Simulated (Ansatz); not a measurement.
Diatomic SrP, multiplicity 4 (lowest of 2S+1 = 2, 4 at CCSD(T)/def2-TZVPP on PBE0 minima; our sources give no spin for the ground state, which may be another). No spin–orbit coupling.

Seven points along R, fitted to fifth degree in 1/R; most abundant isotopes. Runs in def2 and cc sets follow the lowest solution found near the PBE0 minimum.

The values were computed with Ansatz (Gaussian orbitals).  In def2 rows elements past Kr take small-core potentials, without spin–orbit coupling.

Energies at B97M-V/def2-TZVPP:

```
R (Å)       E (hartree)
--------  -------------
2.709681  -371.91888000
2.782522  -371.92195889
2.849535  -371.92363070
2.925290  -371.92444868
3.001044  -371.92436678
3.088453  -371.92341824
3.190431  -371.92147200
```

Q: With a reduced mass of 22.9036 u, find the minimum, the force constant and the constants.

A: A fifth-degree polynomial in 1/R puts the minimum at r_e = 2.9546 Å with force constant 61.7 N/m. Then ω_e = (1/2πc)√(k/μ) = 214 cm⁻¹ and B_e = h/(8π²cμr_e²) = 0.08431 cm⁻¹; the cubic and quartic terms give α_e = 0.00046 and ω_e x_e = 0.92 cm⁻¹.

Ansatz is an electronic-structure program.
